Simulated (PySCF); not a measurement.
The numbers are results of PBE-D3(BJ)/def2-TZVP // PBE0-D4/def2-TZVP run with PySCF, not measurements. Isolated molecules, 0 K electronic values unless said otherwise. One relaxed conformer stands for a flexible species; it need not be the lowest. Excitations are Tamm–Dancoff values on a coarser integration grid. The basis has no diffuse functions, so Rydberg states are missing or too high.

Reference species (SMILES): `NC[SiH2][SiH3]` (neutral, multiplicity 1).

```json
{
 "S1–T1 gap (TDA)": "0.17 eV",
 "T1 excitation (TDA)": "4.86 eV",
 "S1 excitation (TDA)": "5.03 eV"
}
```

Changed species: `C[Si@@H](N)[SiH3]`.

### Question
Give the shifts of the S1–T1 gap (TDA), T1 excitation (TDA) and S1 excitation (TDA).

### Answer
the S1–T1 gap (TDA) goes up by 0.17 eV, to 0.34 eV; the T1 excitation (TDA) rises by 0.05 eV, to 4.91 eV; the S1 excitation (TDA) rises by 0.22 eV, to 5.25 eV.
